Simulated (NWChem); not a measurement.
Molecule: CH2FNOSi; SMILES C(=O)=N[SiH2]F

```xyz
7

Si    -0.5089    -1.1629     0.0008
F      0.9231    -1.9461    -0.0002
N     -0.2176     0.5299    -0.0033
C      0.0564     1.7091    -0.0006
O      0.3111     2.8609     0.0013
H     -1.2415    -1.5254     1.2510
H     -1.2465    -1.5305    -1.2451
```
Atoms are numbered in this order, from 1.

Program: NWChem. Pople sets run with spherical d functions. The geometry was optimised at PBE-D3(BJ)/def2-SVP.

For level PBE0/6-31G*:

| Property | Result |
|---|---|
| highest occupied level (eV) | -8.74 |
| dipole (D) | 1.87 |

Problem. How do the values read with level PBE0/3-21G instead?

Solution. The highest occupied level (eV) comes out as -8.51 and the dipole (D) is 1.99.
